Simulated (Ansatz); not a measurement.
Reaction (ligand exchange at the Si–C bond): `C#C[SiH](Cl)OC` + H₂S → `CO[SiH](S)Cl` + `C#C`

Isolated molecules relaxed with PBE0-D4/def2-TZVP in Ansatz; ΔE leaves out vibrations. CBS: MP2 limit from def2 TZ/QZ plus the TZ coupled-cluster correction, frozen cores. This one scheme is used for every species. One conformer a species, not always the lowest.

`C#C[SiH](Cl)OC`:

```xyz
11

C    -2.612   -0.500    0.143
C    -1.571    0.026    0.448
Si   -0.006    0.843    0.886
Cl    0.762   -0.165    2.499
O     1.031    0.814   -0.360
C     1.446   -0.351   -1.045
H    -3.534   -0.965   -0.122
H    -0.206    2.253    1.253
H     2.055   -0.988   -0.396
H     0.587   -0.926   -1.404
H     2.047   -0.040   -1.900
```

H₂S:

Cartesian coordinates in Å:
```
S -0.228 -0.538 0.207
H -0.740 0.693 0.059
H 0.968 -0.155 -0.266
```

`CO[SiH](S)Cl`:

Cartesian coordinates in Å:
```
C 0.902 -1.050 -0.786
O 0.678 0.319 -0.513
Si -0.163 0.869 0.766
S -2.135 0.086 0.857
Cl -0.155 2.897 0.558
H -0.041 -1.602 -0.846
H 1.532 -1.508 -0.016
H 1.416 -1.118 -1.745
H 0.458 0.500 2.056
H -2.491 0.607 -0.331
```

`C#C`:

Cartesian coordinates in Å:
```
C -0.560 -0.196 -0.077
C 0.560 0.196 0.077
H -1.558 -0.543 -0.213
H 1.558 0.543 0.213
```

| species | CCSD(T)/CBS(def2) energy (Eh) |
| --- | --- |
| `C#C[SiH](Cl)OC` | -941.23261 |
| H₂S | -398.97279 |
| `CO[SiH](S)Cl` | -1262.98502 |
| `C#C` | -77.22717 |

Question: Work out ΔE.

Answer: ΔE = (-1262.98502) + (-77.22717) − (-941.23261) − (-398.97279) = -0.00679 Eh = -17.8 kJ/mol.

Largest T1 diagnostic among the species: 0.013.

Leaving LDA and LC-ωPBE aside and taking each functional with its dispersion term where it has one, the values, not all of them listed here, spread over 6.3 kJ/mol, from PBE0-D4 to B2PLYP. At CCSD(T), def2-SVP lies +7.4 kJ/mol from the extrapolated value and def2-TZVPP +4.0 kJ/mol.
